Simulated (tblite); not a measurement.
C₆H₁₃BO₂, triplet, at the geometry of the source list (a higher spin typed on purpose: for a closed-shell molecule this is an excited state); GFN1-xTB in tblite.

Here is a job for tblite.
```
$ tblite run mol.xyz --method gfn1 --charge 0 --spin 2 --etemp 2000 --json tblite.json --no-restart

# file mol.xyz
22

C     -1.74100000     0.14790000     0.87670000
C     -0.73420000     0.17360000    -0.27980000
C     -1.11520000    -0.90550000    -1.29170000
O     -0.84600000     1.45790000    -0.89890000
B      0.23980000     2.19760000    -0.57270000
O      1.16880000     1.50510000     0.12750000
C      0.76720000     0.13510000     0.20020000
C      0.97620000    -0.37300000     1.62570000
C      1.68520000    -0.64730000    -0.74660000
H     -2.73590000     0.31720000     0.47170000
H     -1.52780000     0.94630000     1.58300000
H     -1.72560000    -0.80950000     1.38870000
H     -2.16030000    -0.77830000    -1.56210000
H     -0.52370000    -0.82320000    -2.19740000
H     -0.98180000    -1.89250000    -0.85870000
H      0.36130000     3.31530000    -0.86530000
H      0.45630000     0.24960000     2.34620000
H      2.03870000    -0.33580000     1.85710000
H      0.63340000    -1.40100000     1.71430000
H      1.60370000    -0.25880000    -1.75880000
H      2.71370000    -0.51380000    -0.41920000
H      1.44740000    -1.70690000    -0.74000000
```

What the program printed (banner, timings and long lists left out):

```
xTB calculator
 | screened Coulomb repulsion
 | Coulomb electrostatics
 |  * isotropic Klopman-Ohno-Mataga-Nishimoto electrostatics
 |  * onsite third-order electrostatics
 | DFT-D3(BJ) dispersion correction

halogen bonding energy    0.0000000000000E+00 Eh
repulsion energy          3.3336691974583E-01 Eh
dispersion energy        -1.0396382162642E-02 Eh
number of electrons       5.2000000000000E+01 e
integral cutoff           2.1261634374110E+01 bohr

------------------------------------------------------------
  cycle        total energy    energy error   density error
------------------------------------------------------------
      1     -29.98681213581  -3.0309783E+01   6.1135351E-01
      2     -29.99784177605  -1.1029640E-02   3.7407888E-01
      3     -30.09439761418  -9.6555838E-02   2.6208368E-01
      4     -30.22241788079  -1.2802027E-01   1.3447786E-01
      5     -30.24462284551  -2.2204965E-02   8.9908578E-02
      6     -30.27761004931  -3.2987204E-02   7.5184477E-02
      7     -30.33452982201  -5.6919773E-02   8.0025575E-03
      8     -30.33488115897  -3.5133697E-04   3.2860766E-03
      9     -30.33490303969  -2.1880714E-05   2.1186619E-03
     10     -30.33485947175   4.3567939E-05   2.9530825E-03
     11     -30.33492726310  -6.7791346E-05   1.5167156E-03
     12     -30.33494941762  -2.2154524E-05   3.3824688E-04
     13     -30.33495033711  -9.1949170E-07   1.4535286E-04
     14     -30.33495055382  -2.1671246E-07   1.5912495E-05
------------------------------------------------------------

electronic energy        -3.0657921091406E+01 Eh
total energy             -3.0334950553823E+01 Eh

Post processing:
 | Mayer-Wiberg bond orders

[Info] JSON dump of results written to 'tblite.json'
```
